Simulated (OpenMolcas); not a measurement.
Ta2+ (d3) among equal point charges was computed by CASSCF with the d shell active (OpenMolcas, ANO-RCC-VTZP on the metal). Its lowest spin-free states, and all those of the highest spin:

```csv
2S+1,Degeneracy,E (cm-1)
4,1,0.0
4,3,9186
2,2,11753
2,3,12288
4,3,14586
2,3,16672
2,1,19050
2,3,21473
2,3,21570
2,2,22741
4,3,23067
2,3,25902
```

Question: Is the site octahedral, tetrahedral or cube-like, axial, or of lower symmetry?

Answer: The states with 2S+1 = 4 have orbital degeneracies 1, 3, 3, 3. Threefold states need a cubic site. For d3 at this spin an octahedron puts the single A2 below the threefold T2 and a tetrahedron or cube puts the threefold T1 below the threefold T2, so the site is octahedral. The first gap at this spin, 9190 cm-1, is |10Dq| in ligand-field theory. The run had Ta2+ among 6 point charges of -0.85 e arranged as an octahedron (Oh), 2.12 Å from the ion.

Without dynamic correlation the repulsion within the d shell is too large (B by tens of per cent), so at a given field states of lower spin stand too high. Point charges carry no covalency, so the field is a model and not that of real ligands. No measured value stands beside these numbers.
